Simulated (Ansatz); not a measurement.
Conformers of F₄H₂O₂SSi₂, SMILES `O[Si](F)(F)S[Si](O)(F)F`, each relaxed with PBE0-D4/def2-TZVP in Ansatz. CBS adds the triple-zeta coupled-cluster correction to the MP2 limit.

Not all of them had a frequency check.

Conformer A:

Z-matrix (Å, degrees):
```
Si
F 1 1.580
F 1 1.578 2 105.5
O 1 1.615 2 109.9 3 -120.8
S 1 2.104 2 113.1 3 114.9
H 4 0.959 1 118.9 2 28.5
Si 5 2.104 1 98.6 2 82.2
O 7 1.614 5 110.8 1 -41.6
F 7 1.580 5 113.1 1 82.2
F 7 1.578 5 105.5 1 -162.9
H 8 0.959 7 118.9 5 153.9
```

Conformer B:

Z-matrix (Å, degrees):
```
Si
F 1 1.570
F 1 1.594 2 105.8
O 1 1.610 2 106.4 3 -118.8
S 1 2.104 2 113.1 3 118.7
H 4 0.958 1 119.4 2 -169.1
Si 5 2.124 1 99.1 2 -88.9
O 7 1.609 5 115.5 1 -65.0
F 7 1.579 5 108.9 1 60.7
F 7 1.571 5 105.5 1 176.9
H 8 0.960 7 117.7 5 62.0
```

(1) Which is lowest in electronic energy at CCSD(T)/CBS (frozen core, def2 sets), and by how much? (Best estimate.)

(2) Give the energies relative to B (kJ/mol) with r2SCAN-D4/def2-TZVPP, B3LYP-D4/def2-TZVPP, PBE/def2-TZVPP, MP2/def2-TZVPP, SCS-MP2/def2-TZVPP, HF/CBS(def2), CCSD/CBS(def2). (Best estimate.)

## Answers

(1) The calculation gave: B; A lies 3.6 kJ/mol higher.

(2) Ansatz gave: 
| level | A |
| --- | --- |
| r2SCAN-D4/def2-TZVPP | 5.1 |
| B3LYP-D4/def2-TZVPP | 2.8 |
| PBE/def2-TZVPP | 5.0 |
| MP2/def2-TZVPP | 2.9 |
| SCS-MP2/def2-TZVPP | 2.6 |
| HF/CBS(def2) | 1.6 |
| CCSD/CBS(def2) | 2.9 |

B3LYP here is the variant with VWN-RPA as its local correlation; programs differ in this.
